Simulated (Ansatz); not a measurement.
PBE exchange is replaced step by step with exact exchange (0 % is PBE, 25 % PBE0; no dispersion term), basis def2-TZVPD, Ansatz. System: [GeMe3]- (C₃H₉Ge⁻). Total charge -1; singlet. Geometry: B3LYP-D4/def2-SVPD.

Geometry of the singlet:

```csv
atom,x (Å),y (Å),z (Å)
Ge1,-0.789,-0.755,-0.363
C2,0.736,-0.094,-1.595
H3,1.356,-0.936,-1.948
H4,1.399,0.619,-1.066
H5,0.331,0.418,-2.486
C6,0.450,-1.161,1.243
H7,1.134,-0.314,1.446
H8,1.067,-2.056,1.050
H9,-0.137,-1.351,2.158
C10,-1.311,1.135,0.295
H11,-1.985,1.078,1.167
H12,-1.835,1.700,-0.495
H13,-0.417,1.717,0.593
```

At PBE-D4/def2-TZVPD, PBE with 5 % exact exchange/def2-TZVPD, PBE with 10 % exact exchange/def2-TZVPD, PBE with 15 % exact exchange/def2-TZVPD and others the highest occupied level of the charge -1 singlet lies above zero (up to 0.84 eV). By energy differences its removal costs 1.75 eV (vertical, to the charge 0 doublet, at PBE-D4/def2-TZVPD); a positive level beside a positive removal energy at the same level points to self-interaction error.

```csv
exact exchange (%),HOMO (eV),LUMO (eV),gap (eV)
0,0.84,3.46,2.62
10,0.52,3.69,3.17
15,0.36,3.81,3.45
25,0.02,4.03,4.01
35,-0.32,4.25,4.56
50,-0.84,4.57,5.41
```

Task: Estimate the row for 5 %.

Result: 
```
exact exchange (%)  HOMO (eV)  LUMO (eV)  gap (eV)
                 5       0.68       3.58      2.90
```
